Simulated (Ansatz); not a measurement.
Z-matrix (Å, degrees):
```
C
O 1 1.401
C 1 1.454 2 58.0
F 1 1.334 2 115.5 3 -108.1
H 1 1.085 2 116.8 3 116.2
F 3 1.335 1 119.4 2 -104.6
C 3 1.519 1 124.5 2 102.8
F 7 1.332 3 109.9 1 -20.0
F 7 1.329 3 110.4 1 99.6
F 7 1.328 3 110.9 1 -140.0
```

Total charge 0; spin multiplicity 1.

Problem. List the B3LYP/def2-TZVPP orbital energies in eV (Ansatz 0.2.0). (Estimate.)

Solution. Ansatz gave: Occupied: -673.47, -673.38, -673.35, -673.06, -672.89, -522.83, -284.63, -282.02, -281.75, -36.95, -35.15, -34.57, -34.42, -34.41, -31.56, -21.71, -19.79, -18.85, -17.63, -17.38, -17.21, -16.33, -15.40, -14.95, -14.12, -13.77, -13.70, -13.40, -12.79, -12.74, -12.61, -12.17, -11.95, -11.12, -10.35, -9.43. Lowest empty: 1.07, 1.16, 1.55, 1.68, 2.66, 3.15, 4.25, 4.95.

B3LYP here is the variant with VWN-RPA as its local correlation; programs differ in this.
